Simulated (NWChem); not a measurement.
Everything below was run with NWChem. System: CH$_{3}$ClSn, charge 0, spin multiplicity 1, at a geometry optimised with PBE/def2-SVP with def2 effective core potentials on Sn. The structure started from a generated list of species. Level: CCSD(T)/def2-SVP with def2 effective core potentials on Sn, 10 core orbitals frozen.

NWChem printed:

```
             Northwest Computational Chemistry Package (NWChem) 7.3.0
             --------------------------------------------------------

                                NWChem Input Module
                                -------------------

 Scaling coordinates for geometry "geometry" by  1.889725989
 (inverse scale =  0.529177249)

 Turning off AUTOSYM since
 SYMMETRY directive was detected!

                             Geometry "geometry" -> ""
                             -------------------------

 Output coordinates in angstroms (scale by  1.889725989 to convert to a.u.)

  No.       Tag          Charge          X              Y              Z
 ---- ---------------- ---------- -------------- -------------- --------------
    1 Sn                  50.0000    -0.56922700     0.16132200     0.00000000
    2 Cl                  17.0000     1.18049700    -1.51610200     0.00000000
    3 C                    6.0000     0.84567700     1.87390300     0.00000000
    4 H                    1.0000     0.31884100     2.84926200     0.00000000
    5 H                    1.0000     1.49999700     1.80747300    -0.89436300
    6 H                    1.0000     1.49999700     1.80747300     0.89436300

 Effective nuclear repulsion energy (a.u.)     317.8735025380

            Nuclear Dipole moment (a.u.)
            ----------------------------
        X                 Y               Z
 ---------------- ---------------- ----------------
    -0.0000075589    -0.0000151178     0.0000000000

      Symmetry information
      --------------------

 Group name             Cs
 Group number              2
 Group order               2
 No. of unique centers     5

      Symmetry unique atoms

     1    2    3    4    5


 Summary of "ao basis" -> "" (spherical)
 ------------------------------------------------------------------------------
       Tag                 Description            Shells   Functions and Types
 ---------------- ------------------------------  ------  ---------------------
 *                          def2-svp                  on all atoms

 Summary of "ao basis" -> "ao basis" (spherical)
 ------------------------------------------------------------------------------
       Tag                 Description            Shells   Functions and Types
 ---------------- ------------------------------  ------  ---------------------
 Sn                         def2-svp                10       26   4s4p2d
 Cl                         def2-svp                 8       18   4s3p1d
[...]
             Beta orbitals :    73
        Alpha frozen cores :    10
         Beta frozen cores :    10
     Alpha frozen virtuals :     0
      Beta frozen virtuals :     0
         Spin multiplicity : singlet
    Number of AO functions :    73
       Number of AO shells :    33
        Use of symmetry is : on
      Symmetry adaption is : on
         Schwarz screening : 0.10D-09

          Correlation Information
          -----------------------
          Calculation type : Coupled-cluster singles & doubles w/ perturbation
   Perturbative correction : (T)
            Max iterations :      100
        Residual threshold : 0.10D-05
     T(0) DIIS level shift : 0.00D+00
     L(0) DIIS level shift : 0.00D+00
     T(1) DIIS level shift : 0.00D+00
     L(1) DIIS level shift : 0.00D+00
     T(R) DIIS level shift : 0.00D+00
     T(I) DIIS level shift : 0.00D+00
   CC-T/L Amplitude update :  5-th order DIIS
                I/O scheme : Global Array Library
        L-threshold :  0.10D-05
        EOM-threshold :  0.10D-05
 no EOMCCSD initial starts read in
 TCE RESTART OPTIONS
 SLICE:      F
 D4D5:       F
 quantumc:   F
 qrotation:  F
 pwtce:      F
 qducc:      F
 nacto:                         0
 nrotv:                         0
 nrot:                          0

            Memory Information
            ------------------
          Available GA space size is     249031471 doubles
          Available MA space size is     104846236 doubles

 Maximum block size supplied by input
 Maximum block size        24 doubles

 tile_dim =     17

 -------------------------------------------------
   1    alpha     a'    10 doubles       0       1
   2    alpha     a"     4 doubles      10       2
   3    beta      a'    10 doubles      14       1
   4    beta      a"     4 doubles      24       2
   5    alpha     a'    16 doubles      28       5
   6    alpha     a'    16 doubles      44       6
   7    alpha     a"    17 doubles      60       7
   8    beta      a'    16 doubles      77       5
   9    beta      a'    16 doubles      93       6
  10    beta      a"    17 doubles     109       7

 Global array virtual files algorithm will be used

 Parallel file system coherency ......... OK

 4-electron integrals stored in orbital form

 v2    file size   =          1873757
 4-index algorithm nr.  13 is used
 imaxsize =       30
 imaxsize ichop =        0


CCSD iterations
 ---------------------------------------------------------
 Iter          Residuum       Correlation     Cpu    Wall
 ---------------------------------------------------------
    1   0.1394081690887  -0.3666687839701     0.3     0.3
    2   0.0409387707080  -0.3956256609714     0.4     0.4
    3   0.0155309239330  -0.4027566435734     0.3     0.3
    4   0.0068149645681  -0.4048792288924     0.3     0.3
    5   0.0031997088695  -0.4057210008128     0.3     0.3
    6   0.0007414165252  -0.4063077585774     0.3     0.3
    7   0.0003936273962  -0.4063266228442     0.3     0.3
    8   0.0001991697144  -0.4063353118124     0.3     0.3
    9   0.0001342621776  -0.4063374314888     0.3     0.3
   10   0.0000773110833  -0.4063412358675     0.6     0.6
   11   0.0000176531727  -0.4063458057219     0.5     0.5
   12   0.0000087807846  -0.4063458857053     0.3     0.3
   13   0.0000051791787  -0.4063460716378     0.3     0.3
   14   0.0000033051558  -0.4063460339153     0.3     0.3
   15   0.0000020736672  -0.4063460281743     0.3     0.3
   16   0.0000004781682  -0.4063459680634     0.3     0.3
 -----------------------------------------------------------------
 Iterations converged
 CCSD correlation energy / hartree =        -0.406345968063403
 CCSD total energy / hartree       =      -712.737438692686396

 Singles contributions

 Doubles contributions
 CCSD(T)
 Using plain CCSD(T) code
             total no. of tasks           74
 total no. of tasks / no. procs           74
                         wl_min       278528           8.1
                         wl_max      4624000          12.9
        thresh for no. of tasks           74

 CCSD[T]  correction energy / hartree =        -0.011930660964502
 CCSD[T] correlation energy / hartree =        -0.418276629027905
 CCSD[T] total energy / hartree       =      -712.749369353650877
 CCSD(T)  correction energy / hartree =        -0.011462676118308
 CCSD(T) correlation energy / hartree =        -0.417808644181711
 CCSD(T) total energy / hartree       =      -712.748901368804695

 Task  times  cpu:       22.0s     wall:       22.0s

 Total times  cpu:       22.0s     wall:       22.0s
```

Question: Write an NWChem input that would produce this output.

Answer: This is not unique; one that fits is 
```
start mol
memory heap 100 mb stack 700 mb global 1900 mb
geometry units angstroms nocenter noautoz
  Sn    -0.569227     0.161322     0.000000
  Cl     1.180497    -1.516102     0.000000
  C      0.845677     1.873903     0.000000
  H      0.318841     2.849262     0.000000
  H      1.499997     1.807473    -0.894363
  H      1.499997     1.807473     0.894363
  symmetry group Cs
end
basis spherical
  * library def2-svp
end
ecp
  Sn library def2-ecp
end
scf
  rhf
  nopen 0
  maxiter 100
  thresh 1e-7
  semidirect memsize 60000000 filesize 0
end
tce
  freeze core 10
  ccsd(t)
  2eorb
  2emet 13
  thresh 1e-6
  maxiter 100
  tilesize 24
end
task tce energy
```
